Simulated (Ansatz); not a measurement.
CH$_{6}$AlAs (`C[AsH][AlH2]`). Charge 0, multiplicity 1.

Cartesian coordinates in Å:
```
C 0.779 -0.688 1.110
As -0.619 0.697 0.850
Al -1.049 0.399 -1.516
H 1.191 -0.573 2.111
H 0.299 -1.664 1.040
H 1.582 -0.634 0.378
H 0.302 1.881 0.579
H -1.589 1.620 -2.376
H -0.897 -1.040 -2.176
```

Q: List the harmonic frequencies (cm⁻¹, unscaled) at PBE0-D4/def2-TZVP in Ansatz. (Estimate.)

A: The calculation gave: 96, 113, 146, 335, 350, 482, 572, 601, 669, 767, 863, 935, 1282, 1458, 1469, 1902, 1920, 2191, 3073, 3162, 3175.

Q: Is this a minimum?

A: Yes, all 21 modes are real.

Q: Give the ideal-gas thermochemistry at 298.15 K and 1 bar (rigid rotor, harmonic oscillator; point group C1, symmetry number 1).

A: Zero-point energy 152.9 kJ/mol; H(298) − E = 172.7 kJ/mol; entropy 337.3 J/(mol·K), of which translation 168.6, rotation 108.3, vibration 60.5; G(298) − E = 72.1 kJ/mol. Modes under 100 cm⁻¹ are hindered rotations or soft bends, so the harmonic entropy is rough.

Q: Rotational constants (cm⁻¹)?

A: 0.3084, 0.1067, 0.08289.
